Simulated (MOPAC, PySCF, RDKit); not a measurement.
Noncovalent pair: C2H4Si (SMILES C#C[SiH3]) (first 7 atoms) with H2O (SMILES O); geometry from B3LYP-D3(BJ)/def2-TZVP.
(charge 0, multiplicity 1):
```xyz
10

C     -1.515     1.378     0.751
C     -0.563     0.708     0.436
Si     0.880    -0.314    -0.055
H     -2.357     1.973     1.018
H      0.536    -1.742     0.064
H      1.203     0.011    -1.462
H      2.029     0.028     0.805
O     -0.052    -0.788     3.150
H      0.534    -0.141     3.558
H     -0.664    -0.265     2.618
```

Monomers are frozen at their geometry in the pair; levels with a basis set take the counterpoise correction. Rows marked so take none. RDKit's UFF carries no charges.

Rows in 6-311+G**, 6-31G* carry no dispersion term and start afresh at each structure (6-31G* with six Cartesian d functions). The state reached by PM3 isn't checked.

Run with MOPAC for PM3 (differences of heats of formation); PySCF for 6-311+G** rows, 6-31G* rows; RDKit for the force fields. Values without a source in brackets are computed.

**Question.** One of these levels gives -0.61 kcal/mol for the interaction energy. Which one is it?
A) PM3
B) B3LYP/6-311+G** (no counterpoise)
C) BP86/6-31G* (no counterpoise)
D) UFF

**Answer.** A, PM3. The others give 2.96 (UFF), -4.74 (BP86/6-31G* (no counterpoise)), -1.69 (B3LYP/6-311+G** (no counterpoise))
